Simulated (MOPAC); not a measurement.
Members of the series diradicals and antiaromatic rings; each row names its spin state. Isolated molecules, 0 K electronic values unless said otherwise. One relaxed conformer stands for each flexible species; it need not be the lowest. Strings in code marks are SMILES.

Quantity: adiabatic spin-state energy, in kJ/mol. Semi-empirical values (MOPAC) are differences of heats of formation.

Case: `C1=CC=C1`: multiplicity 3 minus multiplicity 1. The other species in the difference include `C1=CC=C1` (neutral, multiplicity 1). Geometry of `C1=CC=C1` (neutral, multiplicity 3, Å):

```xyz
8

C     -0.2512    -0.9850     0.0033
C     -0.9849     0.2512     0.0057
C      0.2512     0.9850    -0.0033
C      0.9849    -0.2512    -0.0057
H     -0.5177    -2.0296     0.0068
H     -2.0296     0.5177     0.0117
H      0.5177     2.0296    -0.0068
H      2.0296    -0.5177    -0.0117
```

Predict the adiabatic spin-state energy from PM3 // B3LYP-D3(BJ)/def2-TZVP (MOPAC).

5.31 kJ/mol.
